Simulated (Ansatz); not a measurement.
One change: `FBF` becomes `F[B](F)[SnH3]`.

Ansatz, PBE0-D4/def2-TZVP geometries, multiplicity 1. 

Elements past krypton have def2 core potentials.

```
                                        property   `FBF`
  size of the dipole moment (PBE/def2-TZVPP) / D    0.76
size of the dipole moment (B3LYP/def2-TZVPP) / D    0.89
               HOMO energy (PBE/def2-TZVPP) / eV   -9.10
             LUMO energy (B3LYP/def2-TZVPP) / eV   -0.63
              HOMO energy (PBE0/def2-TZVPP) / eV  -10.86
             HOMO energy (B3LYP/def2-TZVPP) / eV  -10.64
```

What does the change do to each property? (Estimate.)

Ansatz gave: 
```json
{"property": "size of the dipole moment (PBE/def2-TZVPP) / D", "`F[B](F)[SnH3]`": "0.51", "shift": "-0.25"}
{"property": "size of the dipole moment (B3LYP/def2-TZVPP) / D", "`F[B](F)[SnH3]`": "0.64", "shift": "-0.25"}
{"property": "HOMO energy (PBE/def2-TZVPP) / eV", "`F[B](F)[SnH3]`": "-7.34", "shift": "1.76"}
{"property": "LUMO energy (B3LYP/def2-TZVPP) / eV", "`F[B](F)[SnH3]`": "-1.36", "shift": "-0.73"}
{"property": "HOMO energy (PBE0/def2-TZVPP) / eV", "`F[B](F)[SnH3]`": "-8.61", "shift": "2.25"}
{"property": "HOMO energy (B3LYP/def2-TZVPP) / eV", "`F[B](F)[SnH3]`": "-8.41", "shift": "2.23"}
```

With PBE0 the HOMO rises by 2.25 eV and the LUMO falls by 0.81 eV, so the gap narrows by about 3.06 eV. PBE moves the HOMO by 1.76 eV and ωB97M-V by 2.53 eV. Dipoles are sizes alone; their direction can turn.

B3LYP here is the variant with VWN-RPA as its local correlation; programs differ in this.
